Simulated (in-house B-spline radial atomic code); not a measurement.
Computed with a B-spline radial atomic code. Model: two electrons, singlet ground state, non-relativistic, full CI in B-splines with partial waves to l = 8 (at full coupling up to 3e-4 hartree above the limit, correlation up to 0.6 % small), density held at that of full coupling by Lieb maximisation.

Along the adiabatic connection the electron repulsion is scaled by a coupling λ while a local potential keeps the density fixed. At λ = 0 the system is the Kohn-Sham one and W equals the exchange energy; the exchange-correlation energy is the area under W between 0 and 1. The kinetic energy rises with λ as the electrons avoid each other, with dT/dλ = −λ dW/dλ.

Command:
```bash
python run_ac.py task.json out
```
Settings (lengths in bohr, energies in hartree):
```
potential              yukawa
strength               2.18
lmax                   8
second                 0.589
```

Run time, properties included: 33 s on 1 thread of Intel(R) Xeon(R) Processor @ 2.30GHz, with other jobs on the host.

**W = mean repulsion less Hartree energy, and W of three functionals.**

Given: confinement screened point charge; nuclear charge 2.18; screening of the nucleus 0.589 1/bohr; external potential -Z exp(-k r)/r.

Computed: LDA exchange minus exact 137.57 millihartree; PBE exchange minus exact 3.2082 millihartree.

```tsv
coupling	W xc (hartree)	W xc minus exchange (millihartree)	kinetic minus Kohn-Sham (millihartree)	LDA (PW92) W minus its exchange (millihartree)	PBE W minus its exchange (millihartree)	SCAN W minus its exchange (millihartree)
0	-1.0289	0	0	0	0	0
0.02	-1.0309	-2.004	0.02	-11.83	-1.66	-1.81
0.05	-1.0338	-4.976	0.12	-24.16	-4.2	-4.45
0.12	-1.0406	-11.753	0.7	-46.13	-10.14	-10.38
0.25	-1.0527	-23.783	2.92	-76.75	-21.06	-20.76
0.4	?	?	?	?	?	?
0.6	-1.0818	-52.971	15.19	-134.06	-48.56	-45.56
0.8	-1.0967	-67.819	25.57	-158.81	-62.92	-58.12
1	-1.1104	-81.517	37.88	-180.15	-76.33	-69.74
1.4	?	?	?	?	?	?
2	-1.1654	-136.51	118.71	-257.74	-131.85	-117.26
3	-1.2046	-175.77	215.83	-309.61	-173.56	-152.72
4.5	-1.246	-217.12	368.89	-364.17	-220.26	-192.12
7	-1.2897	-260.82	615.45	-424.17	-273.99	-236.39
```

What belongs in the row 0.4?

W xc (hartree): -1.0657; W xc minus exchange (millihartree): -36.832; kinetic minus Kohn-Sham (millihartree): 7.15; LDA (PW92) W minus its exchange (millihartree): -104.31; PBE W minus its exchange (millihartree): -33.21; SCAN W minus its exchange (millihartree): -31.89.

What belongs in the row 1.4?

W xc (hartree): -1.1348; W xc minus exchange (millihartree): -105.94; kinetic minus Kohn-Sham (millihartree): 67.06; LDA (PW92) W minus its exchange (millihartree): -215.79; PBE W minus its exchange (millihartree): -100.63; SCAN W minus its exchange (millihartree): -90.62.

What is the SCAN exchange minus exact?

-10.029 millihartree.

**Energy parts, natural occupations and partial-wave weights.**

Computed: total energy -1.5119 hartree; correlation energy -0.04364 hartree; initial slope twice GL2 -0.10067 hartree; kinetic part over minus potential part 0.46465; Hartree energy 2.0577 hartree; Kohn-Sham kinetic 3.0349 hartree; Lieb Oxford ratio E_xc over LDA exchange 1.2033.

```json
{"natural": "s", "occupation of the shell (electrons)": "1.9823"}
{"natural": "s", "occupation of the shell (electrons)": "0.010027"}
{"natural": "p", "occupation of the shell (electrons)": "?"}
{"natural": "d", "occupation of the shell (electrons)": "0.00029377"}
{"natural": "p", "occupation of the shell (electrons)": "0.00025027"}
{"natural": "s", "occupation of the shell (electrons)": "0.00017132"}
```

What belongs in the row p?

occupation of the shell (electrons): 0.0068666.

```
wave      weight
   s     0.99623
   p    0.003571
   d           ?
   f  2.2764e-05
   g   5.205e-06
```

What belongs in the row d?

weight: 0.00016586.

What is the kinetic part of the DFT correlation energy?

0.037878 hartree.

What is the exchange energy?

-1.0289 hartree.

Half-way to full coupling W has made 55 % of its drop, against 50 % for a straight line, and second-order (GL2) theory, half the initial slope, overshoots the correlation energy by about 15 %: a moderate bend, as in light atoms. Over couplings 0 to 1 the errors in E_xc come to about +69 millihartree for LDA, +6.8 millihartree for PBE, -4.0 millihartree for SCAN, so SCAN is nearest. In LDA and SCAN the errors of exchange and correlation have opposite signs, so the sum is smaller than the larger of the two.
